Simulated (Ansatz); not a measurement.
Reaction (cleavage of the Al–Si bond): `[AlH2][SiH]1C[SiH2]N1` + `O=CN[SiH3]` → `O=C[N]([AlH2])[SiH3]` + `C1[SiH2]N[SiH2]1`

Isolated molecules relaxed with PBE0-D4/def2-TZVP in Ansatz; ΔE leaves out vibrations. CBS: MP2 limit from def2 TZ/QZ plus the TZ coupled-cluster correction, frozen cores. Functionals use def2-TZVPP. B3LYP here is the variant with VWN-RPA as its local correlation; programs differ in this. Each species was taken in one conformer, which may not be the lowest.

(1) Is it downhill or uphill in electronic energy at CCSD(T)/CBS, and by how much? (Best estimate.)

(2) What do these levels give: r2SCAN-D4, ωB97X-V, B2PLYP, r2SCAN, B3LYP, HF/def2-TZVPP, SCS-MP2/def2-TZVPP, CCSD/def2-TZVPP, HF/def2-QZVPP, MP2/def2-QZVPP, MP2/CBS(def2), CCSD/CBS(def2)? (Estimate.)

Largest T1 diagnostic among the species: 0.015.

Answers

(1) Ansatz gave: Downhill: ΔE = -105.5 kJ/mol.

(2) Computed: r2SCAN-D4 -99.9, ωB97X-V -101.1, B2PLYP -105.6, r2SCAN -99.7, B3LYP -97.3, HF/def2-TZVPP -106.6, SCS-MP2/def2-TZVPP -114.4, CCSD/def2-TZVPP -106.1, HF/def2-QZVPP -108.1, MP2/def2-QZVPP -115.9, MP2/CBS(def2) -115.0, CCSD/CBS(def2) -105.0 kJ/mol.

The D4 term adds −3.1 kJ/mol with B3LYP and −1.3 kJ/mol with PBE0; it sums over pairs of atoms, weighted by their polarisabilities, and B3LYP, whose exchange is more repulsive, gets the larger term. From PBE to PBE0 (25 % exact exchange), in def2-TZVPP and without D4, ΔE moves by −5.2 kJ/mol.
